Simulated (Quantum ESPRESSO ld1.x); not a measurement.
The numbers below are computed, except where a source is named.
All-electron atom: Sr2+ in [Kr].

Code: ld1.x of Quantum ESPRESSO 7.5. Model: scalar-relativistic Kohn-Sham, BLYP, spin-unpolarised, spherical densities, point nucleus.

Energy parts (hartree):
total: -3179.354
kinetic: 3260.555
electron-nucleus: -7637.904
Hartree: 1303.096
exchange-correlation: -105.101

Orbitals (lengths in bohr, moments of r in powers of bohr):
| orbital | occ. | eigenvalue (hartree) | <r^2> | <r^4> |
|---|---|---|---|---|
| 1s | 2 | -586.332 | 0.002067 | 0.00001102 |
| 2s | 2 | -79.8362 | 0.03507 | 0.002122 |
| 2p | 6 | -71.0068 | 0.02765 | 0.001527 |
| 3s | 2 | -12.7694 | 0.2782 | 0.1215 |
| 3p | 6 | -9.92127 | 0.2903 | 0.1402 |
| 3d | 10 | -5.21644 | 0.3028 | 0.1873 |
| 4s | 2 | -2.00492 | 2.073 | 6.626 |
| 4p | 6 | -1.33503 | 2.766 | 12.41 |

The highest occupied level is 4p at -36.328 eV. For comparison, the ionisation energy in NIST's Atomic Spectra Database is 42.884 eV (measured). In exact Kohn-Sham theory the highest level is minus the ionisation energy, but local and semilocal functionals leave it too shallow, through self-interaction and a potential that decays too fast; potentials with the right tail come closer. The density falls to 0.001 e/bohr^3 at r = 3.35 bohr. Summed over all electrons, <r^2> = 26.31 bohr^2, which gives a Langevin (diamagnetic) susceptibility term of -20.8 x 10^-6 cm^3/mol.
